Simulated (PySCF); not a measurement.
A structure optimised at PBE-D3(BJ)/def2-SVP, used in a PySCF frequency run:

```xyz
8

Nb     0.1304     0.1819     0.0000
O      1.7047     0.8303     0.0000
Cl    -0.2535    -0.9556    -1.9695
Cl    -0.2535    -0.9556     1.9695
C     -1.0831     1.9375     0.0000
H     -0.8537     2.5502    -0.8985
H     -2.1593     1.6612     0.0000
H     -0.8537     2.5502     0.8985
```

### Question
Write its SMILES, formula and point group.

### Answer
[CH3][Nb](=[O])([Cl])[Cl], CH3Cl2NbO, Cs

### Question
What are its rotational constants (standard atomic weights)?

### Answer
2.3802, 1.4512, 1.2109 GHz
